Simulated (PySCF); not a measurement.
Compound: AlCl2(OH).
Structure used (PBE0-D3(BJ)/def2-SVP), in Å, numbered top down from 1:
```xyz
5
AlCl2HO angstrom
Al     0.2134    0.3541   -0.0749
Cl     2.2932    0.3690   -0.2129
Cl    -0.8081    2.1517   -0.3331
O     -0.6054   -1.0398    0.2297
H     -1.0931   -1.8349    0.3912
```

Theory: TDDFT wB97X-D/def2-SVPD, vertical, gas phase, core orbitals frozen in the response (PySCF 2.14.0, density-fitted response routines).

```
state  E (eV)  λ (nm)       f  main configurations (H = HOMO, L = LUMO)
   S1    6.94   178.6  0.0008                                 H→L (90%)
   S2    7.34   169.0  0.0000                               H-1→L (90%)
   S3    7.44   166.7  0.0059                               H-2→L (87%)
   S4    7.58   163.6  0.0000                               H→L+1 (98%)
   S5    7.70   161.0   0.056                               H-3→L (83%)
   S6    7.72   160.6   0.097                               H-4→L (78%)
   S7    8.24   150.5   0.166                 H-5→L (78%), H-3→L+1 (8%)
   S8    8.29   149.6   0.021              H-3→L+1 (80%), H-4→L+1 (10%)
   S9    8.31   149.3  0.0021               H-4→L+1 (87%), H-3→L+1 (9%)
  S10    8.34   148.6   0.094                 H-1→L+1 (82%), H-6→L (9%)
  S11    8.54   145.2   0.071                             H-2→L+1 (91%)
  S12    9.01   137.6   0.085   H-6→L (40%), H→L+2 (27%), H-4→L+2 (16%)
  S13    9.20   134.8   0.016                             H-5→L+1 (93%)
  S14    9.38   132.2   0.100   H-6→L (31%), H-4→L+2 (24%), H→L+2 (19%)
  S15    9.55   129.9  0.0024              H-2→L+2 (53%), H-5→L+2 (40%)
```

Triplets (Tamm–Dancoff): T1 6.69 eV, H→L (87%); T2 7.12 eV, H-1→L (86%); T3 7.20 eV, H-2→L (84%); T4 7.32 eV, H-4→L (82%).

The lowest singlet comes at 179 nm (670 kJ/mol) in the vacuum ultraviolet; it is very weak; its leading configuration is HOMO→LUMO (90%). The strongest level in the table is S7 at 8.24 eV (150 nm, f = 0.166). Löwdin shares by element: HOMO chlorine 84%, oxygen 14%; LUMO aluminium 64%, chlorine 25%, oxygen 9%. Weighted by f, the mean energy of these states is 8.44 eV. Orbital energies (eV): HOMO-3 -11.79, HOMO-2 -11.68, HOMO-1 -11.47, HOMO -11.04, LUMO 0.39, LUMO+1 1.41, LUMO+2 2.35. Of the 15 states listed, 9 reach f = 0.01 and 2 stay under 0.0005. No computed singlet lies in the visible range (380 to 750 nm); the lowest, at 179 nm, stands 3.68 eV above its violet end (3.26 eV). Only the lowest 15 singlets were computed, as vertical energies without vibronic structure.

Hardware: an Arm Neoverse V2 with one thread (shared host). Cost: 6.9 s wall.
